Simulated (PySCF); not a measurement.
Nuclear quadrupole coupling in `C[C@H](S)C(=O)C[SiH3]`

C4H10OSSi.
Numbering: `[CH3:1][C@H:2]([SH:3])[C:4](=[O:5])[CH2:6][SiH3:7]` (hydrogens: H8, H9, H10 on C1; H11 on C2; H12 on S3; H13, H14 on C6; H15, H16, H17 on Si7)

Structure used (GFN2-xTB), in Å, numbered top down from 1:
```
atom  x, y, z in Å
C1     2.0826    0.0015   -0.8902
C2     0.6424    0.4663   -0.7937
S3     0.4665    2.2260   -1.3046
C4     0.0876    0.4142    0.6223
O5     0.8178    0.4703    1.5846
C6    -1.3861    0.2852    0.7124
Si7   -1.8237   -1.5820    0.7729
H8     2.1337   -1.0709   -0.7093
H9     2.4923    0.2158   -1.8744
H10    2.6837    0.5041   -0.1347
H11   -0.0072   -0.0743   -1.4847
H12    1.2254    2.7235   -0.3308
H13   -1.8759    0.7557   -0.1378
H14   -1.7392    0.7476    1.6329
H15   -1.3483   -2.2121   -0.4623
H16   -1.1778   -2.1915    1.9304
H17   -3.2808   -1.6676    0.8571
```

Field gradients from the PBE0/pcSseg-1 density (PySCF, non-relativistic), principal values in atomic units, ordered |Vxx| ≤ |Vyy| ≤ |Vzz|:

```csv
atom,Vxx,Vyy,Vzz
S3,0.4878,2.3701,-2.8579
O5,0.5677,1.3270,-1.8947
```

Problem. Find the asymmetry η = (Vxx − Vyy)/Vzz and the couplings χ = eQV/h (234.96 MHz × Q in barn × V in au), with Q(33S) = −0.0678 b, Q(17O) = −0.0256 b.

Solution. 
```tsv
atom	environment	nucleus	η	χzz (MHz)	χxx (MHz)	χyy (MHz)
S3	thiol sulfur	33S	0.66	45.53	-7.77	-37.76
O5	ketone oxygen	17O	0.40	11.40	-3.41	-7.98
```

Problem. What is Vzz at O5 in SI units (1 au = 9.71736 × 10²¹ V/m²)?

Solution. -1.8947 au = -18.412 × 10²¹ V/m².

Problem. And the gradient at the other heavy atoms, for which no coupling is worked out here?

Solution. 
| atom | environment | Vzz (au) | η |
| --- | --- | --- | --- |
| C1 | methyl carbon | 0.116 | 0.29 |
| C2 | sp3 carbon bound to sulfur | 0.286 | 0.16 |
| C4 | ketone carbonyl carbon | 0.550 | 0.06 |
| C6 | sp3 carbon bound to silicon | 0.049 | 0.43 |
| Si7 | SiH3 silicon | 0.253 | 0.32 |

Were the hydrogens deuterons (Q(2H) = 0.00286 b), χzz would run from 108 kHz (H15) to 211 kHz (H14, H9, H13 and H8).

Geometry: GFN2-xTB, one conformer, isolated molecule. GFN2-xTB bond lengths can be off by several hundredths of an ångström, more for odd bonds, and the gradients follow them. The basis is small and wasn't made for field gradients, so the couplings can be 20 % off.

These values come from a run that also computed NMR shieldings. On Intel Xeon 6975P-C, one thread, no GPU, shared host with 192 logical CPUs at a one-minute load of 18, this took 25 s (with the writing of density and orbital grids) and 0.76 GiB of memory at its peak.
